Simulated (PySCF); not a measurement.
Compound: C4H6ClN3.
SMILES with atom numbers: `[CH3:1][c:2]1[n:3][n:4]([CH3:5])[n:6][c:7]1[Cl:8]` (hydrogens: H9, H10, H11 on C1; H12, H13, H14 on C5)

The same species was optimised twice, with GFN2-xTB and with PBE0-D3(BJ)/def2-SVP (PySCF), and the same property calculations (PySCF, gas phase) were run on both structures.

| coordinate | GFN2-xTB | PBE0-D3(BJ)/def2-SVP | change |
| --- | --- | --- | --- |
| C7–Cl8 (Å) | 1.697 | 1.707 | +0.010 |
| N4–C5 (Å) | 1.431 | 1.439 | +0.008 |
| N3–N4 (Å) | 1.312 | 1.317 | +0.005 |
| N6–C7 (Å) | 1.328 | 1.324 | -0.004 |
| C2–N3 (Å) | 1.327 | 1.331 | +0.004 |
| C1–C2 (Å) | 1.481 | 1.484 | +0.003 |
| N4–N6 (Å) | 1.312 | 1.316 | +0.004 |
| C2–C7 (Å) | 1.408 | 1.411 | +0.003 |
| N3–N4–N6 (°) | 114.8 | 115.9 | +1.1 |
| N4–N6–C7 (°) | 104.2 | 103.2 | -1.0 |
| C2–N3–N4 (°) | 105.8 | 104.9 | -0.9 |
| C2–C7–N6 (°) | 108.8 | 109.6 | +0.8 |
| C2–C7–Cl8 (°) | 128.2 | 127.4 | -0.8 |
| N3–N4–C5 (°) | 122.7 | 122.0 | -0.7 |
| C5–N4–N6 (°) | 122.5 | 122.0 | -0.5 |
| C1–C2–C7 (°) | 129.2 | 129.6 | +0.4 |

Rotational constants: A = 2980, B = 1361, C = 945.5 MHz (GFN2-xTB) against A = 2962, B = 1358, C = 942.5 MHz (PBE0-D3(BJ)/def2-SVP).

On the GFN2-xTB structure: lowest singlet, TDDFT (eV) 6.04 [PBE0/def2-SVPD]; lowest triplet, Tamm–Dancoff (eV) 4.54 [PBE0/def2-SVPD]; isotropic polarisability (au) 81.6 [PBE0/def2-SVPD]; HOMO (eV) -7.20 [PBE0/def2-SVPD]; LUMO (eV) -0.32 [PBE0/def2-SVPD]; dipole (D) 1.74 [PBE0/def2-SVPD]; HOMO (eV) -7.17 [PBE0/pcSseg-1]; LUMO (eV) -0.17 [PBE0/pcSseg-1]; dipole (D) 1.76 [PBE0/pcSseg-1]; GIAO shielding of C1 (ppm) 174.9 [PBE0/pcSseg-1]; GIAO shielding of C2 (ppm) 40.7 [PBE0/pcSseg-1]; GIAO shielding of N3 (ppm) -96.8 [PBE0/pcSseg-1]; GIAO shielding of N4 (ppm) 9.2 [PBE0/pcSseg-1]; GIAO shielding of C5 (ppm) 145.2 [PBE0/pcSseg-1]; GIAO shielding of N6 (ppm) -95.6 [PBE0/pcSseg-1]; GIAO shielding of C7 (ppm) 41.1 [PBE0/pcSseg-1]; GIAO shielding of Cl8 (ppm) 812.9 [PBE0/pcSseg-1].

Task: What do these properties become on the PBE0-D3(BJ)/def2-SVP structure?

Result: 
| property | level | on GFN2-xTB | on PBE0-D3(BJ)/def2-SVP | change |
| --- | --- | --- | --- | --- |
| lowest singlet, TDDFT (eV) | PBE0/def2-SVPD | 6.04 | 5.99 | -0.05 |
| lowest triplet, Tamm–Dancoff (eV) | PBE0/def2-SVPD | 4.54 | 4.49 | -0.05 |
| isotropic polarisability (au) | PBE0/def2-SVPD | 81.6 | 82.3 | +0.7 |
| HOMO (eV) | PBE0/def2-SVPD | -7.20 | -7.20 | 0.00 |
| LUMO (eV) | PBE0/def2-SVPD | -0.32 | -0.38 | -0.06 |
| dipole (D) | PBE0/def2-SVPD | 1.74 | 1.76 | +0.02 |
| energy, GFN2-xTB geometry as zero (kcal/mol) | PBE0/def2-SVPD | 0.0 | -0.5 | -0.5 |
| HOMO (eV) | PBE0/pcSseg-1 | -7.17 | -7.17 | 0.00 |
| LUMO (eV) | PBE0/pcSseg-1 | -0.17 | -0.24 | -0.07 |
| dipole (D) | PBE0/pcSseg-1 | 1.76 | 1.78 | +0.02 |
| energy, GFN2-xTB geometry as zero (kcal/mol) | PBE0/pcSseg-1 | 0.0 | -0.5 | -0.5 |
| GIAO shielding of C1 (ppm) | PBE0/pcSseg-1 | 174.9 | 172.9 | -2.0 |
| GIAO shielding of C2 (ppm) | PBE0/pcSseg-1 | 40.7 | 39.2 | -1.5 |
| GIAO shielding of N3 (ppm) | PBE0/pcSseg-1 | -96.8 | -99.1 | -2.3 |
| GIAO shielding of N4 (ppm) | PBE0/pcSseg-1 | 9.2 | 6.9 | -2.3 |
| GIAO shielding of C5 (ppm) | PBE0/pcSseg-1 | 145.2 | 142.9 | -2.3 |
| GIAO shielding of N6 (ppm) | PBE0/pcSseg-1 | -95.6 | -92.9 | +2.7 |
| GIAO shielding of C7 (ppm) | PBE0/pcSseg-1 | 41.1 | 40.9 | -0.2 |
| GIAO shielding of Cl8 (ppm) | PBE0/pcSseg-1 | 812.9 | 805.8 | -7.1 |

The heavy atoms differ by 0.012 Å rms after alignment. Among bonds between heavy atoms C7–Cl8 changes most (+0.010 Å). Changes are differences of the printed values. Neither structure is proved a minimum here.
